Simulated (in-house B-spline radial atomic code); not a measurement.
**How G0W0 and RPA depend on the start: Zn⁺**

Configuration [Ar] 3d10 4s1, highest spin. Computed with an all-electron radial atomic-structure program (B-spline basis): all electrons, scalar-relativistic (spin-free one-electron X2C), finite nucleus, each spin shell either full or empty, empty states to l = 9 with an (l + 1/2)⁻⁴ tail; G0W0 by contour deformation at full frequency.

RPA overbinds a lone outer s electron by self-correlation, and G0W0 tends to as well.

```tsv
start	mean-field 4s up (eV)	G0W0 (eV)	QP weight	RPA correlation (Eh)
Hartree-Fock	-16.971	-18.090	0.971	-2.0007
LDA VWN5	-14.784	-18.777	0.927	-2.2477
PBE	-14.515	-18.723	0.922	-2.2421
PBE0	-15.268	-18.567	0.945	-2.1716
r2SCAN	-14.866	-18.683	0.941	-2.2
HSE06	-14.958	-18.591	0.938	-2.1787
B3LYP (VWN-RPA)	-15.267	?	?	?
SCAN	-14.934	-18.697	0.938	-2.201
TPSS	-14.452	?	?	?
BHandHLYP	-16.014	-18.432	0.957	-2.1117
CAM-B3LYP	-16.711	-18.617	0.958	-2.1584
LC-wPBE	-17.900	-18.631	0.966	-2.1542
wB97X	-17.338	-18.557	0.965	-2.1431
PBEsol	-14.551	-18.741	0.924	-2.2437
BLYP	-14.515	-18.762	0.922	-2.246
r2SCAN0	-15.570	-18.533	0.953	-2.1445
LDA exchange-only	-13.925	-18.800	0.915	-2.2495
```

Q: What G0W0 level, weight and RPA correlation energy follow from the TPSS start?

A: G0W0 level -18.713 eV, weight 0.923, RPA correlation -2.2301 hartree.

Q: What G0W0 level, weight and RPA correlation energy follow from the B3LYP (VWN-RPA) start?

A: G0W0 level -18.642 eV, weight 0.942, RPA correlation -2.1885 hartree.

Q: How much of the dependence on the start does G0W0 remove?

A: The mean-field levels span 3.98 eV and the G0W0 levels 0.71 eV. Against 17.964 eV (NIST, measured) the G0W0 removal energies are off by +0.13 to +0.84 eV, with spin-orbit coupling, Breit and QED terms left out.
